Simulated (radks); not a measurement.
All-electron atom: Eu XXXVII in [Ar] 3d9. Calculated with a radial shooting solver on a logarithmic mesh with Libxc functionals: scalar-relativistic Kohn-Sham, SCAN, spin-polarised, spherical densities, finite nucleus; open shells are filled with parallel spins first (spin-orbit coupling, left out, can overturn this in heavy ions); meta-GGA in the generalised Kohn-Sham scheme; Fermi nuclear charge, rms radius 5.1115 fm.

Unscreened Slater integrals over Kohn-Sham orbitals (hartree). They are taken over the spin-up orbitals.

integral,value
"F0(3d,3d)",4.1802
"F2(3d,3d)",2.1361
"F4(3d,3d)",1.3756
"F0(3d,3p)",3.9063
"F2(3d,3p)",1.8853
"G1(3d,3p)",2.0631
"G3(3d,3p)",1.3631
"F0(3d,3s)",3.8752
"G2(3d,3s)",1.5784
"F0(3p,3p)",3.7443
"F2(3p,3p)",1.8844
"F0(3p,3s)",3.7142
"G1(3p,3s)",2.4279
"F0(3s,3s)",3.6925

Derived for the open shells (J is the average intra-shell exchange parameter used in DFT+U). 3d: Racah B = F2/49 - 5 F4/441 = 0.02800 hartree, C = 35 F4/441 = 0.1092 hartree, C/B = 3.90, F4/F2 = 0.644, J = (F2 + F4)/14 = 0.2508 hartree.
